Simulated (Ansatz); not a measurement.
RbBr2, 3 atoms. Hardware: 4 threads of AMD EPYC 9R45 on a shared host.

In the def2 sets Rb takes a core potential; there is no spin–orbit coupling. Correlated methods freeze 18 core orbitals; core or outer-core shells of Rb, Br are correlated, in sets that lack core-valence functions.

Task: How many basis functions does each of these Ansatz runs have, and roughly what does it cost? MP2/def2-TZVP, charge 0 doublet, energy, from earlier orbitals; PBE0-D4/def2-TZVP, charge 1 triplet at the geometry of the charge 0 doublet, energy; PBE-D4/def2-TZVP, charge 1 singlet at the geometry of the charge 0 doublet, energy, from earlier orbitals; PBE-D4/def2-TZVP, charge 1 triplet at the geometry of the charge 0 doublet, energy, from earlier orbitals; r2SCAN-D4/def2-TZVP, charge 0 quartet, energy, from earlier orbitals; PBE0-D4/def2-TZVPD, charge -1 singlet at the geometry of the charge 0 doublet, energy; CCSD(T)/def2-TZVPP, charge 0 doublet, energy, from earlier orbitals; PBE-D4/def2-TZVPD, charge 0 doublet, energy, from earlier orbitals; PBE-D4/def2-TZVPD, charge -1 singlet at the geometry of the charge 0 doublet, energy, from earlier orbitals; MP2/def2-TZVP, charge 0 quartet, energy, from earlier orbitals; r2SCAN0-D4/def2-TZVP, charge 0 quartet, energy, from earlier orbitals; PBE0-D4/def2-TZVPD, charge 0 doublet, energy, from earlier orbitals.

Result: Other jobs shared the machine, so times can vary by a factor of up to 3. A dash marks memory too small to be measured apart from the calling script's.

| run | functions | fitting or Cholesky vectors | wall time | peak host memory (GiB) |
| --- | --- | --- | --- | --- |
| PBE-D4/def2-TZVP, charge 1 singlet at the geometry of the charge 0 doublet, energy, from earlier orbitals | 129 | 1076 | 0.45 s | – |
| MP2/def2-TZVP, charge 0 doublet, energy, from earlier orbitals | 129 | 986 | 0.9 s | – |
| PBE-D4/def2-TZVP, charge 1 triplet at the geometry of the charge 0 doublet, energy, from earlier orbitals | 129 | 1076 | 0.9 s | – |
| PBE-D4/def2-TZVPD, charge 0 doublet, energy, from earlier orbitals | 147 | 1164 | 1 s | – |
| PBE-D4/def2-TZVPD, charge -1 singlet at the geometry of the charge 0 doublet, energy, from earlier orbitals | 147 | 1164 | 1.1 s | – |
| MP2/def2-TZVP, charge 0 quartet, energy, from earlier orbitals | 129 | 986 | 1.2 s | – |
| PBE0-D4/def2-TZVPD, charge 0 doublet, energy, from earlier orbitals | 147 | 1060 | 1.3 s | – |
| PBE0-D4/def2-TZVPD, charge -1 singlet at the geometry of the charge 0 doublet, energy | 147 | 1268 | 1.6 s | – |
| PBE0-D4/def2-TZVP, charge 1 triplet at the geometry of the charge 0 doublet, energy | 129 | 986 | 2.5 s | – |
| r2SCAN-D4/def2-TZVP, charge 0 quartet, energy, from earlier orbitals | 129 | 1076 | 3.3 s | – |
| r2SCAN0-D4/def2-TZVP, charge 0 quartet, energy, from earlier orbitals | 129 | 986 | 4.5 s | 0.58 |
| CCSD(T)/def2-TZVPP, charge 0 doublet, energy, from earlier orbitals | 136 | 894 | 10 s | 1.4 |
